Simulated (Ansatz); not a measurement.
Consider the formal exchange of groups at a C–In bond: `N#[C][In]([Cl])[Cl]` + `BF` → `N#CBF` + `[Cl][InH][Cl]`.

Calculated with Ansatz (gas phase, PBE0-D4/def2-TZVP geometries, no zero-point term in ΔE). CCSD(T)/CBS adds triple-zeta CCSD(T) − MP2 to the extrapolated MP2 energy (def2 sets, frozen cores). This one scheme is used for every species. Functionals use def2-TZVPP. def2 core potentials past Kr. For In outer-core shells are correlated without core-valence functions, which leaves a few kJ/mol of doubt a bond.

| species | PBE energy (Eh) |
| --- | --- |
| `N#[C][In]([Cl])[Cl]` | -1203.05797 |
| `BF` | -125.83177 |
| `N#CBF` | -218.02368 |
| `[Cl][InH][Cl]` | -1110.88123 |

(1) Work out ΔE.

(2) What do rigid-rotor, harmonic-oscillator terms from PBE0-D4/def2-TZVP frequencies (298.15 K, 1 bar) make of the CCSD(T)/CBS value? (Best estimate.)

Largest T1 diagnostic among the species: 0.015.

Results:

(1) ΔE = (-218.02368) + (-1110.88123) − (-1203.05797) − (-125.83177) = -0.01517 Eh = -0.41 eV. CCSD(T)/CBS gives -0.24 eV.

(2) The calculation gave: ΔZPE = -0.02 eV, ΔH = -0.28 eV, ΔS = 0 J/(mol·K), ΔG = -0.28 eV.

From PBE to PBE0 (25 % exact exchange), in def2-TZVPP and without D4, ΔE moves by +0.04 eV. Leaving LDA and LC-ωPBE aside and taking each functional with its dispersion term where it has one, the values, not all of them listed here, spread over 0.19 eV, from B97M-V to PBE-QIDH. LDA lies −0.13 eV from PBE without D4.
